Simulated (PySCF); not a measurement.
Species: C₇H₉PS.
Cartesian coordinates in Å at the GFN2-xTB level; atoms count from 1:
```xyz
18
C7H9PS angstrom
C      3.1389   -0.7220    0.2128
C      2.4691    0.5167   -0.3606
C      0.9802    0.4730   -0.2971
P      0.1028   -0.8118    0.3275
C     -1.5980   -0.2156    0.0736
C     -2.6423   -0.5164    0.9935
C     -3.8395   -0.0146    0.6121
S     -3.7416    0.8218   -0.8894
C     -2.0599    0.4903   -0.9972
H      4.2209   -0.6489    0.1292
H      2.8052   -1.6097   -0.3212
H      2.8767   -0.8386    1.2625
H      2.8180    1.4076    0.1748
H      2.7700    0.6487   -1.4069
H      0.4765    1.3532   -0.6796
H     -2.4837   -1.0768    1.8980
H     -4.7842   -0.0777    1.1150
H     -1.5178    0.8270   -1.8587
```

NICS is the negative of the GIAO shielding at a point without a nucleus: at the ring centre (0) and 1 Å above and below it (1); zz is the component along the ring normal. Level: GIAO PBE0/pcSseg-1 (PySCF, non-relativistic, gas phase) on the GFN2-xTB geometry, one conformer.

Ring bond lengths (Å), with Mayer bond orders in brackets: C5–C6 1.424 (1.24), C6–C7 1.353 (1.60), C7–S8 1.722 (1.17), S8–C9 1.717 (1.19), C9–C5 1.363 (1.53).

Task: What do the NICS probes read (ppm)?

Result: 
```tsv
ring	type	NICS(0)	NICS(1), two faces	NICS(1)zz, two faces	rms pucker (Å)	centre to ring atoms, mean (Å)
C5–C6–C7–S8–C9	5-membered ring with S; formal bonds all aromatic	-12.2	-11.3 / -11.3	-27.1 / -26.1	0.00	1.28
```

Task: What can be read from them?

Result: 
- C5–C6–C7–S8–C9: mean NICS(1)zz -26.6 ppm, shielded. For a flat ring without four-coordinate atoms the NICS criterion counts such a value as aromatic.

Task: What does the geometric index give? HOMA takes Krygowski's 1993 parameters.

Result: 
- C5–C6–C7–S8–C9: HOMA 0.77; the largest term is that of C5–C6, α(R − Ropt)² = 0.33. The geometric and the magnetic index point the same way.

Task: Give the inner angles of the rings and the Hirshfeld charges of the ring atoms.

Result: 
- C5–C6–C7–S8–C9: C5 111.6° (-0.083 e), C6 112.9° (-0.077 e), C7 112.1° (-0.084 e), S8 91.0° (+0.107 e), C9 112.5° (-0.085 e); sum 540.0° against 540° for a flat convex ring.

Task: What are the shieldings of the ring atoms and their hydrogens in the same run (means over atoms taken as equivalent)?

Result: 
```tsv
atoms	environment	σ isotropic (ppm)	principal values of the symmetric part, first atom (ppm)
C5	substituted aromatic carbon	36.4	-40.1, 10.0, 139.4
C6	aromatic CH carbon	51.3	-34.6, 43.5, 145.1
C7	aromatic CH next to a ring sulfur	52.1	-35.6, 50.1, 141.7
S8	thiophene-type sulfur	256.2	107.8, 266.5, 394.3
C9	aromatic CH next to a ring sulfur	54.3	-25.8, 49.9, 138.7
H16	aromatic hydrogen	24.34	21.0, 24.8, 27.2
H17	aromatic hydrogen	24.49	21.5, 24.7, 27.3
H18	aromatic hydrogen	24.37	20.4, 24.6, 28.1
```

On Arm Neoverse V2, one thread (shared host), this took 31 s and 0.87 GiB of memory at its peak. This is the whole shielding run at PBE0/pcSseg-1, SCF included.
